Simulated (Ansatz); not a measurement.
A nudged elastic band was laid between two geometries of ClGeH3 (5 atoms, charge 0, multiplicity 1).

All numbers below come from Ansatz 0.2.0, RKS revPBE-D4/def2-SVP.

- movable images: 4
- climbing image: no
- spring: 5.0 eV/Å²
- optimiser: quadratic models (default)
- start path: through a guess of the saddle point
- force threshold: 0.03 eV/Å
- iteration limit: 60
- end points: relaxed

Image 0:

```xyz
5
Properties=species:S:1:pos:R:3
Ge 0.268 0.019 0.189
H 0.241 -0.037 1.737
H 1.718 -0.037 -0.352
H -0.487 1.262 -0.344
Cl -0.779 -1.754 -0.551
```

Image 5:

```xyz
5
Properties=species:S:1:pos:R:3
Ge 0.125 0.093 -0.969
H 1.026 0.200 1.315
H 1.622 -0.091 0.909
H -0.758 1.016 0.036
Cl -1.054 -1.765 -0.612
```

Task: Which bonds break or form, and what moves?

Result: Bonds broken: Ge1–H2, Ge1–H3. Bonds formed: H2–H3. ClGeH3 becomes ClGeH + H2.

Task: Give the energies along the band, and the barrier.

Result: It converged. The highest image is number 3 of 0 to 5, 2.12 eV above the first end and 1.01 eV above the last; the last end lies 1.11 eV above the first. Neighbouring images differ by up to 1.3 eV, so the band resolves the path poorly. No image climbed, so the highest image needn't sit at the top of the path. The orbitals stay closed-shell, which can raise the energy where a bond breaks towards radicals; this wasn't checked here.

```
image  path coordinate (Å)  energy (eV)  Ge1–H2 (Å)  Ge1–H3 (Å)  H2–H3 (Å)
    0                 0.00         0.00        1.55        1.55       2.56
    1                 0.46         0.47        1.53        1.53       2.11
    2                 0.92         1.74        1.63        1.52       1.66
    3                 1.38         2.12        1.87        1.61       1.22
    4                 1.85         1.20        2.14        1.97       0.81
    5                 2.31         1.11        2.46        2.41       0.78
```

Task: What is the geometry of the highest image?

Result: 
```xyz
5
Properties=species:S:1:pos:R:3:forces:R:3
Ge 0.290 0.044 -0.545 0.03 0.07 -0.97
H 0.647 0.072 1.290 0.55 0.04 -0.22
H 1.531 -0.088 0.468 -0.46 0.04 0.79
H -0.607 1.242 -0.060 -0.04 -0.17 0.28
Cl -0.900 -1.816 -0.473 -0.08 0.03 0.11
```

Time of the run: 40 s on 1 thread of Arm Neoverse V1 (shared host), peak memory 0.11 GiB.
